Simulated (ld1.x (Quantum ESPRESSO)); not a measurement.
# Building the TM potential for B (Z = 5) (PBE, fully relativistic).

```
Element                 : boron (B)
Generator               : ld1.x (Quantum ESPRESSO) 7.5
Type                    : norm-conserving Troullier–Martins (Kleinman–Bylander form)
Functional              : PBE
Relativity              : fully relativistic
Frozen core             : [He]
Valence charge          : 3
Reference configuration : 2s2 2p1
Partial waves           : 2s (bound): rc 1.70 bohr; 3d channel at 0.5 Ry: rc 2.45 bohr; 2p (bound): rc 2.30 bohr
Local potential         : the p channel
Core correction         : none
```

Open shells are filled in proportion to 2j + 1 (rel_dist='average').

- Cutoffs needed: 18 Ry and 40 Ry (the cutoffs (Ry, on a coarse ladder) from which the occupation-weighted sum of valence levels, in a spherical-Bessel basis at the reference potential, stays within 10 and 1 mRy of its value at 400 Ry)
- Ghost test: no extra level below or beside the all-electron valence levels (s, d3/2, d5/2, p1/2, p3/2, f tested) (spherical-Bessel basis up to 400 Ry, 20 bohr box)
- Largest excitation error: +132 meV (all-electron minus pseudo) for 2s1 2p0, out of 7 test configurations
